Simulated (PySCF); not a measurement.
oxepine (C6H6O), SMILES C1=CC=CC=CO1.

Geometry: PBE-D3(BJ)/def2-SVP.

These are TDA-B3LYP/def2-SVPD (PySCF) values and carry that method's errors.

Vertical excitations. The molecule is in vacuum. State labels are in the subgroup Cs.

Q: Estimate the UV-visible absorptions. (Estimate from the structure and the level; the computed values follow.)

A: 
```tsv
state	symmetry	energy (eV)	λ (nm)	f	main pairs
S1	A"	3.83	324	0.059	HOMO→LUMO 93 %
S2	A'	5.02	247	0.000	HOMO−1→LUMO 52 %, HOMO→LUMO+1 47 %
S3	A'	5.64	220	0.003	HOMO→LUMO+2 99 %
S4	A"	5.68	218	0.022	HOMO−2→LUMO 80 %, HOMO−3→LUMO 17 %
S5	A"	6.18	201	0.005	HOMO→LUMO+3 91 %
S6	A'	6.39	194	0.160	HOMO→LUMO+4 71 %, HOMO→LUMO+1 14 %
S7	A"	6.46	192	0.035	HOMO−3→LUMO 53 %, HOMO→LUMO+5 24 %, HOMO−2→LUMO 8 %
S8	A'	6.82	182	0.217	HOMO−4→LUMO 28 %, HOMO→LUMO+4 22 %, HOMO→LUMO+1 17 %, HOMO−1→LUMO 16 %
S9	A"	6.92	179	0.021	HOMO→LUMO+5 49 %, HOMO−1→LUMO+1 40 %
S10	A'	7.06	176	0.017	HOMO→LUMO+6 73 %, HOMO→LUMO+7 23 %
T1	A"	2.49	498	0	HOMO→LUMO 96 %
T2	A'	3.81	325	0	HOMO−1→LUMO 60 %, HOMO→LUMO+1 35 %
T3	A'	4.79	259	0	HOMO→LUMO+1 61 %, HOMO−1→LUMO 38 %
T4	A"	4.95	251	0	HOMO−2→LUMO 37 %, HOMO−3→LUMO 32 %, HOMO−1→LUMO+1 10 %, HOMO→LUMO+5 9 %
```
Triplets are in the Tamm–Dancoff approximation.
